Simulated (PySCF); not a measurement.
**O⁺ (oxygen, charge +1) across methods**

[He] 2s2 2p3, high-spin 4S determinant. All numbers are calculated (PySCF 2.14, the non-relativistic Hamiltonian (point nucleus), in aug-cc-pVTZ with one added diffuse shell each of s, p, d, f type (6s5p4d3f, 62 functions)).

```tsv
method	E (hartree)	mean ε 2s α (eV)	mean ε 2s β (eV)	mean ε 2p α (eV)	Σ⟨r²⟩ (bohr²)	⟨S²⟩
PBE	-74.4910	-41.557	-35.676	-26.372	7.510	3.752
UHF	-74.37084	-56.389	-41.689	-36.195	7.364	3.755
PW91	-74.5420	-41.608	-35.725	-26.475	7.502	3.752
PBE0	-74.5073	-45.421	-37.633	-28.977	7.451	3.752
LDA	-74.0098	-41.189	-35.603	-26.438	7.544	3.752
r2SCAN	-74.5525	-43.537	-35.730	-27.289	7.421	3.753
CAM-B3LYP	-74.5529	-46.612	-39.518	-30.427	7.494	3.752
BP86	-74.5616	-41.559	-35.895	-26.380	7.487	3.752
BLYP	-74.5634	-41.233	-35.882	-26.172	7.519	3.752
```
